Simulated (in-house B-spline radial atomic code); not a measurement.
Si¹¹⁺. Computed with a B-spline radial atomic code. Model: all-electron spherical atom, spin shells full or empty, radial basis limit, no spin-orbit coupling: exact exchange with a local potential (Slater, KLI or optimised effective potential, whose far tail is KLI's), no correlation.

Empty minority-spin level lies below the highest occupied level: each spin potential is zero at infinity, spin occupations fixed.

The run also made RPA and GW results, which its time includes.

The Slater potential averages the orbital exchange potentials with the orbital densities as weights, KLI adds orbital constants, and the optimised effective potential minimises the exact-exchange energy among local potentials. So their energies lie above Hartree-Fock in the order OEP, KLI, Slater. All fall off as −1/r, unlike LDA and GGA exchange.

Command:
```bash
python run_gw.py task.json out
```
Settings (lengths in bohr, energies in hartree):
```
Z                      14
electrons              3
configuration          [He] 2s1
hamiltonian            nr
method                 slater
lmax                   9
spin_polarised         True
box_radius             6.2
intervals              61
ion_configuration      1s2
```

Time taken, with all properties: 2.2 s on 1 thread of Arm Neoverse N1, on a shared host.

Given: hamiltonian non-relativistic; mean-field start Slater potential.

Computed: energy above Hartree-Fock 5.9331 millihartree; virial ratio -E/T less 1 -0.004695.

| radius (bohr) | r times exchange potential up (hartree bohr) | r times exchange potential down (hartree bohr) |
| --- | --- | --- |
| 0.00357 | -0.050902 | -0.048697 |
| 0.0042 | -0.059847 | -0.057257 |
| 0.00493 | -0.070192 | -0.067158 |
| 0.00579 | -0.082344 | -0.078789 |
| 0.00681 | -0.096704 | -0.092536 |
| 0.008 | -0.11337 | -0.10849 |
| 0.00939 | -0.1327 | -0.12701 |
| 0.011 | -0.15489 | -0.14829 |
| 0.013 | -0.18213 | -0.17441 |
| 0.0152 | -0.2116 | -0.2027 |
| 0.0179 | ? | ? |
| 0.021 | -0.28655 | -0.27479 |
| 0.0247 | -0.33207 | -0.31869 |
| 0.029 | -0.38252 | -0.36746 |
| 0.0341 | -0.43885 | -0.42211 |
| 0.0401 | -0.50015 | -0.48181 |
| 0.0471 | -0.56498 | -0.54526 |
| 0.0553 | -0.63212 | -0.61137 |
| 0.065 | -0.7002 | -0.67889 |
| 0.0763 | -0.76574 | -0.74439 |
| 0.0897 | -0.8271 | -0.80632 |
| 0.105 | -0.87935 | -0.85999 |
| 0.124 | -0.92258 | -0.9073 |
| 0.145 | -0.94525 | -0.94182 |
| 0.171 | ? | ? |
| 0.201 | -0.86028 | -0.98381 |
| 0.236 | -0.75211 | -0.99287 |
| 0.277 | -0.70815 | -0.99731 |
| 0.326 | -0.74743 | -0.99918 |
| 0.383 | -0.81721 | -0.99979 |
| 0.45 | -0.88435 | -0.99996 |
| 0.528 | -0.93583 | -0.99999 |
| 0.621 | -0.96996 | -1 |
| 0.729 | -0.98826 | -1 |
| 0.857 | -0.99637 | -1 |
| 1.01 | -0.99917 | -1 |
| 1.18 | -0.99985 | -1 |

(1) What belongs in the row 0.0179?

(2) What belongs in the row 0.171?

```
occupied  level (hartree)  Hartree-Fock level (hartree)
   1s up          -86.804                       -87.013
 1s down          -86.704                       -86.748
   2s up          -19.353                       -19.178
```

```csv
empty,level (hartree)
2s down,-19.679
2p down,-19.117
2p up,-18.669
3s down,-8.4507
3s up,?
3p down,-8.2679
3p up,-8.1976
3d down,-8.0787
3d up,?
4s down,-4.6849
4s up,-4.6602
4p down,-4.608
4p up,-4.5828
4d down,-4.5365
```

(3) What belongs in the row 3s up?

(4) What belongs in the row 3d up?

Answers

(1) r times exchange potential up (hartree bohr): -0.24702; r times exchange potential down (hartree bohr): -0.23674.

(2) r times exchange potential up (hartree bohr): -0.93317; r times exchange potential down (hartree bohr): -0.96769.

(3) level (hartree): -8.3856.

(4) level (hartree): -8.0112.

The highest level, 2s up, differs from Hartree-Fock by -4.8 eV and the deepest, 1s up, by +5.69 eV: the Slater potential lacks the response part and is deeper than the optimised one throughout, so the top level comes too deep.
